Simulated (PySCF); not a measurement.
## `InChI=1S/C5H6FNO2/c1-4(8)5(9)7-3-2-6/h2-3H,1H3,(H,7,9)/b3-2+`

Geometry:
| atom | x (Å) | y (Å) | z (Å) |
| --- | --- | --- | --- |
| C1 | -2.866 | -0.174 | -0.694 |
| C2 | -1.622 | 0.235 | 0.015 |
| O3 | -1.570 | 0.904 | 1.021 |
| C4 | -0.328 | -0.265 | -0.642 |
| O5 | -0.303 | -0.946 | -1.643 |
| N6 | 0.764 | 0.157 | 0.047 |
| C7 | 2.063 | -0.140 | -0.304 |
| C8 | 3.119 | 0.274 | 0.385 |
| F9 | 4.361 | -0.046 | -0.004 |
| H10 | -3.748 | 0.168 | -0.161 |
| H11 | -2.875 | -1.257 | -0.802 |
| H12 | -2.845 | 0.241 | -1.700 |
| H13 | 0.581 | 0.723 | 0.870 |
| H14 | 2.160 | -0.746 | -1.194 |
| H15 | 3.105 | 0.878 | 1.279 |

Method used: PySCF, GIAO wB97X-D/pcSseg-1 magnetisability, rotational g tensor and spin-rotation constants, non-relativistic, gas phase. Geometry: GFN2-xTB.

(1) Give the nuclear spin-rotation constants along the inertial axes (H = +C I·J) beside the isotropic shieldings.

Answers

(1) Rotational constants 4.6846, 0.6949, 0.6074 GHz. A star marks the isotopologue with that one atom substituted, in its own axes.
| atom | isotope | Caa (kHz) | Cbb (kHz) | Ccc (kHz) | mean (kHz) | σ (ppm) |
| --- | --- | --- | --- | --- | --- | --- |
| N6 | 14N | 0.381 | 0.084 | 0.027 | 0.164 | 137.8 |
| F9 | 19F | 5.143 | 0.564 | 0.146 | 1.951 | 346.5 |
| H10 | 1H | -0.020 | -0.048 | -0.072 | -0.047 | 29.7 |
| H11 | 1H | -0.466 | -0.036 | -0.018 | -0.173 | 28.8 |
| H12 | 1H | -0.466 | -0.048 | -0.010 | -0.175 | 29.1 |
| H13 | 1H | -0.386 | 0.052 | -0.070 | -0.135 | 24.0 |
| H14 | 1H | -0.405 | 0.069 | -0.070 | -0.136 | 24.4 |
| H15 | 1H | -0.477 | 0.072 | -0.067 | -0.157 | 24.6 |
| C1 | 13C* | 0.618 | 0.127 | 0.093 | 0.279 | 158.8 |
| C2 | 13C* | 2.642 | 0.333 | 0.142 | 1.039 | -19.5 |
| O3 | 17O* | -3.090 | -0.710 | -0.015 | -1.272 | -301.9 |
| C4 | 13C* | 2.392 | 0.225 | 0.142 | 0.920 | 26.5 |
| O5 | 17O* | -2.311 | -0.414 | -0.004 | -0.910 | -51.5 |
| C7 | 13C* | 1.719 | 0.262 | 0.086 | 0.689 | 67.8 |
| C8 | 13C* | 1.650 | 0.293 | 0.152 | 0.698 | 35.8 |

For the geometry as given, no vibrational averaging.
